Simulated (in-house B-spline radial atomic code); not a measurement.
Neutral potassium is squeezed into an impenetrable sphere of radius R (the orbitals vanish at R). Caution: exact exchange at fractional occupations of open shells leaves self-interaction of up to several eV. Method: non-relativistic PBE0, spin-polarised, spherical fractional occupations, point nucleus. Calculated with a B-spline radial code for spherical atoms.

Energies in eV above the free atom in [Ar] 4s1:

```tsv
R (bohr)	highest level (eV)	[Ar] 4s1	[Ne] 3s1 3p6 4s1 4p1	[He] 2s2 2p5 3s2 3p6 3d1 4s1	-dE/dV in [Ar] 4s1 (GPa)
9	-2.57	0.2665	39.05	302.5	0.204
6.23	-0.484	1.99	42.21	304.3	3.34
5.43	1.43	3.718	45.6	306.1	8.83
3.97	11.8	14.33	65.76	317	84.8
3.62	17.9	21.36	78.19	324	168
2.84	47.1	61.78	143.1	363.4	1020
2.49	75.6	109.4	213.2	409.9	2620
2.12	130	215.7	360	514.8	8030
1.81	215	407.5	610.6	706.5	23200
1.47	399	895.4	1214	1201	88500
```

(1) Does [Ne] 3s1 3p6 4s1 4p1 fall below [Ar] 4s1 under compression?

(2) Does [He] 2s2 2p5 3s2 3p6 3d1 4s1 fall below [Ar] 4s1 under compression?

The highest level is first positive in the row R = 5.43 bohr, pushed up by confinement above the zero of the free ion's potential. Each configuration is held fixed and needn't be the lowest in the sphere.

## Answers

(1) No, it stays above over the whole range.

(2) No, it stays above over the whole range.
